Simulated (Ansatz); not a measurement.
Cartesian coordinates in Å:
```
Si -0.960 -1.702 0.036
Ge -0.131 0.284 -0.982
C 1.269 1.039 0.178
S 0.700 1.205 1.886
H 0.181 -2.471 0.601
H -1.645 -2.545 -0.981
H -1.925 -1.386 1.118
H -1.245 1.345 -1.105
H 0.436 0.026 -2.395
H 1.649 1.988 -0.204
H 2.104 0.338 0.219
H -0.433 1.879 1.629
```

Charge 0, multiplicity 1.

List the B3LYP/def2-TZVPP orbital energies in eV (the Gaussian-basis code of Ansatz). (Estimate.)

Computed: Occupied: -10850.11, -2418.01, -1798.92, -1354.51, -1205.40, -1205.40, -1205.40, -277.74, -215.98, -169.03, -160.56, -160.47, -160.31, -143.48, -119.27, -119.27, -119.27, -98.80, -98.79, -98.78, -32.85, -32.84, -32.81, -32.78, -32.77, -21.46, -17.69, -15.47, -13.87, -12.39, -11.10, -10.60, -9.81, -9.62, -9.12, -8.67, -7.97, -6.59. Lowest empty: -0.35, 0.29, 0.30, 0.63, 0.72, 1.26, 1.65, 1.81.

B3LYP here is the variant with VWN-RPA as its local correlation; programs differ in this.
